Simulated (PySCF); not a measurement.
All values below come from TPSSh-D3(BJ)/def2-TZVP // B3LYP-D3(BJ)/def2-TZVP (PySCF). Gas-phase values, no solvent. 

Reference species (SMILES): `[Cl][Ga][Cl]` (neutral, multiplicity 2).

| Item | Value |
|---|---|
| dipole moment | 1.82 D |

Changed species: `[GaH2]` (radical fragment; the reference has radical fragment).

Task: What does the change do to the dipole moment?

Result: the dipole moment decreases by 1.51 D, to 0.31 D.
